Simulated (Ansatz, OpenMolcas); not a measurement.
Errors in the dipole moment

6 molecules; the dipole moment in D, computed less measured. Shapes, held fixed at every level: PBE0-D4/def2-TZVP. No vibrational averaging. Dipoles are compared by magnitude; molecules under 1 D, whose direction can flip, are left out. Programs: Ansatz 0.2.0, OpenMolcas 26.06. Measured values: NIST CCCBDB.

Levels: A = r2SCAN-D4/def2-TZVPP; B = BHLYP/cc-pVTZ; C = M06-2X/cc-pVTZ.

| molecule | measured | A | B | C |
| --- | --- | --- | --- | --- |
| BrF (SMILES FBr) | 1.42 | -0.17 | +0.11 | +0.07 |
| HF (SMILES F) | 1.82 | +0.02 | +0.06 | +0.06 |
| HCN (hydrogen cyanide) | 2.98 | +0.04 | +0.12 | +0.06 |
| CH3Br (bromomethane) | 1.81 | +0.14 | +0.16 | +0.13 |
| CH3N (methanimine) | 2.00 | -0.04 | +0.04 | -0.01 |
| CH4S (methanethiol) | 1.52 | +0.08 | +0.05 | +0.03 |

(1) Which level does best on this set, which worst, and which err to one side?

Answers

(1) 
| level | kind | mean error | mean absolute error | worst case |
| --- | --- | --- | --- | --- |
| r2SCAN-D4/def2-TZVPP | meta-GGA | +0.012 | 0.082 | BrF |
| BHLYP/cc-pVTZ | global hybrid | +0.090 | 0.090 | CH3Br |
| M06-2X/cc-pVTZ | global hybrid | +0.057 | 0.060 | CH3Br |

On this set M06-2X/cc-pVTZ has the smallest mean absolute error and BHLYP/cc-pVTZ the largest. BHLYP/cc-pVTZ is too high in 6 of 6; M06-2X/cc-pVTZ is too high in 5 of 6. The levels differ in basis as well as in method. The largest two are near a tie. Relativity is left out for Br. The set is small.
